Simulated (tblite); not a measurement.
Here is a computed GFN2-xTB geometry (Å):
```
atom  x, y, z in Å
C1    -1.057    1.414    1.356
C2    -1.561    0.676    0.378
C3    -2.987    0.219    0.430
F4    -3.095   -1.111    0.080
Si5   -0.516    0.149   -1.120
N6     0.871   -0.773   -0.641
C7     0.663   -2.185   -0.382
Si8    2.323   -0.136    0.065
N9     2.401    1.543   -0.308
H10   -0.037    1.759    1.318
H11   -1.634    1.707    2.223
H12   -3.424    0.315    1.431
H13   -3.597    0.772   -0.295
H14   -0.060    1.354   -1.818
H15   -1.299   -0.704   -2.015
H16    1.588   -2.736   -0.552
H17   -0.106   -2.583   -1.041
H18    0.350   -2.363    0.651
H19    2.330   -0.186    1.533
H20    3.409   -0.972   -0.479
H21    3.204    2.040    0.042
H22    2.223    1.820   -1.259
```

Neutral, closed shell.

Read off the bonds between heavy atoms and their formal orders.

C1–C2 1.33 Å (double); C2–C3 1.50 Å (single); C3–F4 1.38 Å (single); C2–Si5 1.90 Å (single); Si5–N6 1.73 Å (single); N6–C7 1.45 Å (single); N6–Si8 1.74 Å (single); Si8–N9 1.72 Å (single). Bonds to hydrogen (Å): C1–H10 1.08; C1–H11 1.08; C3–H12 1.10; C3–H13 1.10; Si5–H14 1.47; Si5–H15 1.46; C7–H16 1.09; C7–H17 1.09; C7–H18 1.09; Si8–H19 1.47; Si8–H20 1.47; N9–H21 1.01; N9–H22 1.01.

Give the structure as a SMILES string.

`C=C(CF)[SiH2]N(C)[SiH2]N`, C4H13FN2Si2. Among its features: C=C double bond, C–F bond, Si–H bond and C–Si bond.

Name the point group.

C1 (no symmetry element, even within 0.4 Å).

Describe the place of each heavy atom.

C1: terminal =CH2 carbon; C2: fully substituted alkene carbon; C3: sp3 C–F carbon; F4: alkyl fluorine; Si5: SiH2 silicon; N6: nitrogen bridging silicon atoms; C7: N-methyl carbon; Si8: SiH2 silicon; N9: silicon-bound nitrogen.

What is the arrangement about C2?

It has 3 neighbours (C1, C3, Si5) and is planar (angles 121.8°, 120.4° and 117.8°, sum 360.0°, 0.00 Å off the plane of its three neighbours).

What is the arrangement about Si5?

It has 4 neighbours (C2, N6, H14, H15) and is tetrahedral (angles from 106.7° to 111.7°).
